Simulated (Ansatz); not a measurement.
A nudged elastic band was laid between two geometries of C2H4ClFOSi (10 atoms, charge 0, multiplicity 1).

These are results of RKS PBE-D4/def2-SVP in Ansatz, not measurements.

| Quantity | Value |
| --- | --- |
| movable images | 5 |
| climbing image | yes |
| spring | 0.5 eV/Å² |
| optimiser | quadratic models (default) |
| start path | through a guess of the saddle point |
| force threshold | 0.03 eV/Å |
| iteration limit | 60 |
| end points | relaxed |

Initial state:

```xyz
10
Properties=species:S:1:pos:R:3
F -1.805 -0.336 0.325
C -0.496 -0.060 0.020
C 0.267 -1.320 -0.293
Cl -0.347 -2.121 -1.791
O -0.375 0.996 -0.915
Si 0.240 1.547 0.611
H 1.338 -1.092 -0.451
H 0.162 -2.040 0.541
H -0.609 2.541 1.332
H 1.709 1.834 0.623
```

Final state:

```xyz
10
Properties=species:S:1:pos:R:3
F -1.741 -0.054 0.224
C -0.388 0.109 0.271
C 0.327 -1.173 -0.079
Cl 0.340 -1.468 -1.887
O -0.010 1.181 -0.628
Si 0.573 1.447 1.346
H 1.387 -1.141 0.233
H -0.180 -2.032 0.398
H -0.710 2.281 1.523
H 0.486 0.800 -1.398
```

(1) What changes between the two ends?

(2) What energy profile does the band end with?

(3) What is the geometry of the highest image?

The band took 11 iterations and roughly 90 core-seconds.

Results:

(1) Bonds broken: Si6–H10. Bonds formed: O5–H10.

(2) The run converged. The highest image is number 3 of 0 to 6, 2.10 eV above the first end and 1.07 eV above the last; the last end lies 1.03 eV above the first. Another band between the same ends (5 images) ends at a top of the same energy, where a vibrational analysis finds 1 clearly imaginary mode. The orbitals stay closed-shell, which can raise the energy where a bond breaks towards radicals; this wasn't checked here.

```tsv
image	path coordinate (Å)	energy (eV)	Si6–H10 (Å)	O5–H10 (Å)
0	0.00	0.00	1.50	2.72
1	0.59	0.19	1.48	2.46
2	1.17	1.16	1.48	1.94
3	1.76	2.10	1.62	1.33
4	2.48	1.39	2.20	0.99
5	3.20	1.10	2.67	0.98
6	3.91	1.03	2.82	0.99
```

(3) 
```xyz
10
Properties=species:S:1:pos:R:3:forces:R:3
F -1.699 -0.040 0.174 -0.01 0.00 0.00
C -0.339 0.055 0.007 0.00 0.00 -0.01
C 0.289 -1.298 -0.208 0.00 0.00 0.01
Cl -0.242 -2.059 -1.757 0.00 0.00 0.00
O -0.029 1.046 -0.890 0.00 0.00 0.00
Si 0.464 1.455 1.125 0.00 0.00 0.01
H 1.390 -1.193 -0.240 0.00 0.00 0.00
H 0.008 -1.977 0.619 0.00 0.00 0.00
H -0.763 2.254 1.559 0.00 0.00 0.00
H 1.004 1.706 -0.386 0.01 0.01 -0.01
```

Time of the run: 45 s on 2 threads of AMD EPYC 9R45 96-Core Processor (Zen 5), on a shared host, peak memory 0.18 GiB.
